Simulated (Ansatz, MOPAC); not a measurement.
How methods differ on SnNH3S2 (SMILES [NH2][SnH]1[S][S]1)

SnNH3S2: 7 atoms, total charge 0, spin state singlet. SMILES: `[NH2][SnH]1[S][S]1`. The coordinates come from a PBE0-D4/def2-TZVP relaxation. This is one conformer, not always the lowest.

Quantity: the HOMO–LUMO gap, in eV. The values are calculated.

```json
{"level": "AM1", "kind": "semi-empirical", "program": "MOPAC", "value (eV)": "5.40", "CPU time": "under 2 s"}
{"level": "HF/def2-SVP (core potential)", "kind": "Hartree–Fock", "program": "Ansatz", "value (eV)": "10.72", "CPU time": "3.9 s"}
{"level": "SVWN5/def2-SVP (core potential)", "kind": "LDA", "program": "Ansatz", "value (eV)": "2.38", "CPU time": "5.8 s"}
{"level": "BLYP/def2-SVP (core potential)", "kind": "GGA", "program": "Ansatz", "value (eV)": "2.37", "CPU time": "9.2 s"}
{"level": "r2SCAN/def2-SVP (core potential)", "kind": "meta-GGA", "program": "Ansatz", "value (eV)": "2.94", "CPU time": "19 s"}
{"level": "BHLYP/def2-SVP (core potential)", "kind": "global hybrid", "program": "Ansatz", "value (eV)": "6.66", "CPU time": "13 s"}
{"level": "CAM-B3LYP/def2-SVP (core potential)", "kind": "range-separated hybrid", "program": "Ansatz", "value (eV)": "6.97", "CPU time": "12 s"}
{"level": "wB97X/def2-SVP (core potential)", "kind": "range-separated hybrid", "program": "Ansatz", "value (eV)": "9.09", "CPU time": "38 s"}
```

The values span 2.37 to 10.72 eV. Orbital gaps aren't excitation energies; they tend to grow with the share of exact exchange. CPU times are rough (shared hosts, several kinds of processor and program).
